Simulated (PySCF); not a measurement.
A species of formula C7H7ClS has this rotational fingerprint, computed with PBE0-D3(BJ)/def2-SVP geometry optimisation, gas phase (PySCF 2.14.0):

* Rotational constants: A = 1995, B = 745.5, C = 544.6 MHz
* Dipole components: |μa| = 0.90 D, |μb| = 0.33 D, |μc| = 0.00 D
* Inertial defect: -3.28 u·Å²
* κ: -0.72

Task: Which candidate fits, each taken in the one conformer that was computed?
A. `[CH3:1][S:2][c:3]1[cH:4][cH:5][cH:6][c:7]([Cl:8])[cH:9]1` with C1–S2–C3–C4 180° (3-chlorothioanisole)
B. `[CH3:1][S:2][c:3]1[cH:4][cH:5][c:6]([Cl:7])[cH:8][cH:9]1` with C1–S2–C3–C4 180°

Result: A. It is CSc1cccc(Cl)c1, an asymmetric top, point group Cs. The candidates at the same level (rigid rotor, commonest isotopes):

```json
{"SMILES": "CSc1ccc(Cl)cc1", "A (MHz)": "4101", "B (MHz)": "536.6", "C (MHz)": "475.9", "μa (D)": "1.84", "μb (D)": "1.19", "μc (D)": "0.00", "Δ (u·Å²)": "-3.28", "point group": "Cs", "rotor": "near-prolate asymmetric top"}
{"SMILES": "CSc1cccc(Cl)c1", "A (MHz)": "1995", "B (MHz)": "745.5", "C (MHz)": "544.6", "μa (D)": "0.90", "μb (D)": "0.33", "μc (D)": "0.00", "Δ (u·Å²)": "-3.28", "point group": "Cs", "rotor": "asymmetric top"}
```

`CSc1ccc(Cl)cc1` has A 106 % too high. In the right answer the mirror of this Cs structure is the ab plane, so μc vanishes by symmetry (the 0.01 D computed is a residue). No structure here is proved a minimum.
